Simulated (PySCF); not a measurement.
This PySCF input asks for the NMR shieldings of `O=C1CO[C@@H]1[C@H](F)CF`, C₅H₆F₂O₂; the geometry comes from GFN2-xTB.

```python
import basis_set_exchange as bse
import numpy as np
from pyscf import gto, dft
from pyscf.prop import nmr

atoms = """
O    -1.168314    0.767502    1.734972
C    -1.234005    0.379322    0.611355
C    -2.240171   -0.322536   -0.265350
O    -1.317998   -0.280756   -1.361034
C    -0.295605    0.353904   -0.587099
C     0.969566   -0.487600   -0.406196
F     0.660098   -1.661886    0.239685
C     2.005903    0.254482    0.438527
F     2.479160    1.326178   -0.266376
H    -3.163441    0.224632   -0.470602
H    -2.473929   -1.345205    0.043513
H    -0.012574    1.332093   -0.992399
H     1.375529   -0.764914   -1.387206
H     2.854076   -0.399786    0.661796
H     1.557291    0.632560    1.362660
"""
names = dict.fromkeys(["O", "C", "F", "H"], "pcSseg-1")
basis = {el: gto.basis.parse(bse.get_basis(n, elements=[el], fmt="nwchem")) for el, n in names.items()}
mol = gto.M(atom=atoms, basis=basis, charge=0, verbose=0)
mf = dft.RKS(mol, xc="PBE0")
mf.grids.level = 2
mf.grids.alignment = dft.numint.BLKSIZE   # the property module wants whole blocks of grid points
mf.conv_tol = 1e-9
mf.kernel()

calc = nmr.RKS(mf)   # GIAO
C = mf.mo_coeff
Co = C[:, mf.mo_occ > 0]
resp = mf.gen_response(singlet=True, hermi=2)
def vind(x):   # induced exchange potential for any number of trial vectors
    d = np.einsum("pi,xij,qj->xpq", C, 2 * x.reshape(-1, C.shape[1], Co.shape[1]), Co, optimize=True)
    return np.einsum("xpq,pi,qj->xij", resp(d - d.transpose(0, 2, 1)), C, Co, optimize=True).ravel()
mo1, _ = nmr.rhf.solve_mo1(calc, with_cphf=vind)
sigma = calc.kernel(mo1)
for i, s in enumerate(sigma):   # ppm
    print("%2d %-2s %9.2f" % (i, mol.atom_pure_symbol(i), np.trace(s) / 3))
```

Problem. Give the expected output.

Solution. 
```
 0 O    -322.88
 1 C     -24.17
 2 C      93.67
 3 O     325.85
 4 C      81.77
 5 C      93.62
 6 F     411.18
 7 C     105.25
 8 F     442.47
 9 H      26.21
10 H      26.11
11 H      26.11
12 H      26.54
13 H      26.78
14 H      26.57
```

These numbers come from an equivalent density-fitted implementation of the same equations, which agrees with the script to about 0.01 ppm for H and up to a few tenths of a ppm for heavy atoms, so last digits may differ.

Problem. Turn these shieldings into chemical shifts. Scale: ¹⁷O (336.08 ppm) against H2O; ¹³C (186.93 ppm), ¹H (31.72 ppm) against TMS; CFCl3 for ¹⁹F (170.95 ppm) (reference shieldings calculated alike).

Solution. Averaging equivalent atoms: O 0: 659.0; O 3: 10.2; C 1: 211.1; C 4: 105.2; C 5: 93.3; C 2: 93.3; C 7: 81.7; F 6: -240.2; F 8: -271.5; H 11: 5.61; H 10: 5.60; H 9: 5.50; H 12: 5.18; H 14: 5.14; H 13: 4.94 ppm. Unscaled 19F shifts against computed CFCl3 carry errors that often reach 10 to 50 ppm. Unscaled 17O shifts of doubly bonded oxygen tend to come out too high, by tens of ppm or more. Experimental scales use liquid or dissolved standards, which lie at an offset from isolated H2O (liquid H2O: subtract about 36 ppm).

Size and cost of the density-fitted run: 183 basis functions, 20 s wall time on 1 thread of an Arm Neoverse V2, shared host; peak memory 0.82 GiB.
